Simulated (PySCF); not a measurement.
Static response to an electric field

Compound: C₅H₈BFO₂.
Cartesian coordinates in Å at the PBE0-D3(BJ)/def2-SVP level; atoms count from 1:
```
atom  x, y, z in Å
O1     2.266    0.782    0.870
B2     1.620    0.137   -0.143
O3     2.240   -0.407   -1.227
C4     0.064    0.006   -0.036
C5    -0.712   -0.813    1.044
C6    -1.760   -0.151    0.149
F7    -3.099   -0.269    0.283
C8    -0.941   -0.558   -1.077
C9    -0.962    1.152    0.225
H10    3.222    0.839    0.784
H11    3.197   -0.308   -1.251
H12   -0.619   -1.907    0.980
H13   -0.633   -0.446    2.078
H14   -1.082    0.038   -1.991
H15   -0.867   -1.635   -1.294
H16   -1.102    1.872   -0.596
H17   -0.900    1.646    1.206
```

Level: PBE0/def2-SVPD (PySCF), static field, nuclei fixed, core orbitals frozen in the response. The polarisability tensor in these axes (au):

```
x   84.45  1.29 -1.30
y    1.29 70.06  2.50
z   -1.30  2.50 73.20
```

Problem. What are the eigenvalues, a third of the trace, and Δα (Δα² = ½Σ(αi − αj)² over the three pairs)?

Solution. Principal values 68.49, 74.56 and 84.67 au; mean 75.90 au = 11.25 Å³ = 12.51 × 10⁻⁴⁰ C²·m²/J; Δα = 14.16 au (19 % of the mean).

Problem. What is the dipole moment, and where does it point?

Solution. (4.49, 0.38, -0.30) D, 4.52 D in size, pointing from the negative to the positive side. Measured along this direction, the outermost atoms are F7 at the negative end and H11 and H10 at the positive end.

Problem. Form Σ f/ω² (atomic units) for the 10 lowest TDDFT singlets, given as eV and f, and set it beside the mean polarisability, which is this sum over all singlets: 7.58, 0.0044; 7.60, 0.0033; 7.65, 0.0805; 7.77, 0.0039; 7.86, 0.0083; 7.90, 0.0045; 8.33, 0.0000; 8.36, 0.0133; 8.38, 0.0109; 8.47, 0.0345.

Solution. They add up to 1.93 au, 2.5 % of the 75.90 au; the largest single term is 1.02 au, from the state at 7.65 eV. Terms in order: 0.06, 0.04, 1.02, 0.05, 0.10, 0.05, 0.00, 0.14, 0.12, 0.36 au. Higher excitations give the rest. The strengths listed sum to 0.164.

Problem. Find the Langevin capture rate constant for O2+ (31.990 u) meeting this molecule (130.060 u), k = 2.342 × 10⁻⁹ cm³/s × √(α in Å³ / reduced mass in u).

Solution. The reduced mass is 25.67 u, so k = 1.55 × 10⁻⁹ cm³/s. The formula leaves out the permanent dipole, which adds to the capture rate.

Problem. Along which axes do the principal values lie, and how far do the nuclei extend along each?

Solution. Largest value along (0.99, 0.07, -0.10), where the nuclei span 6.40 Å; middle along (0.05, 0.50, 0.87), 3.79 Å; least along (-0.11, 0.87, -0.49), 4.09 Å. The strongest response lies along the longest span, while the other two are in reverse order.

Problem. What depolarisation ratio follows for Rayleigh scattering of linearly polarised light, taking the static tensor?

Solution. ρ = 3Δα²/(45ᾱ² + 4Δα²) = 601.4/(259258 + 801.9) = 0.00231.

Geometry: PBE0-D3(BJ)/def2-SVP, one conformer, isolated molecule.
